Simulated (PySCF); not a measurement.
**Frontier levels across methods**

Compound: C₂H₂B₂Cl₂F₂.
Z-matrix (Å and degrees, PBE0-D3(BJ)/def2-SVP geometry), rows numbered from 1:
```
C 
C   1  1.3514
B   2  1.5589  1  116.42
F   3  1.3227  2  120.36  1    -8.40
F   3  1.3153  2  123.22  1   169.47
B   2  1.5553  1  119.63  3  -178.75
Cl  6  1.7579  2  121.12  1   -18.21
Cl  6  1.7491  2  121.48  1   159.86
H   1  1.0958  2  121.81  3  -178.70
H   1  1.0957  2  121.45  3     1.69
```

Basis pcSseg-1 throughout (PySCF), one geometry. Isolated species at its PBE0-D3(BJ)/def2-SVP geometry, gas phase.

Q: How do the orbital energies, the gap and the dipole change with the method?

A: 
```
   method                    kind  HOMO (eV)  LUMO (eV)  gap (eV)  μ (D)  SCF cycles
     BLYP                     GGA      -7.47      -3.35      4.12   1.92          15
    B97-D                     GGA      -7.65      -3.41      4.24   2.01          16
     OPBE                     GGA      -7.69      -3.47      4.22   2.00          16
      KT3                     GGA      -7.76      -3.48      4.29   2.00          16
     BP86                     GGA      -7.79      -3.64      4.14   1.98          16
      KT2                     GGA      -7.79      -3.54      4.24   2.02          16
BHandHLYP           global hybrid     -10.02      -1.61      8.41   2.40          13
CAM-B3LYP  range-separated hybrid     -10.31      -1.51      8.79   2.21          13
```

The HOMO spans 2.84 eV, from BLYP down to CAM-B3LYP, and the gap runs from 4.12 eV (BLYP) to 8.79 eV (CAM-B3LYP). The dipole ranges from 1.92 D (BLYP) to 2.40 D (BHandHLYP). This basis has no diffuse functions.
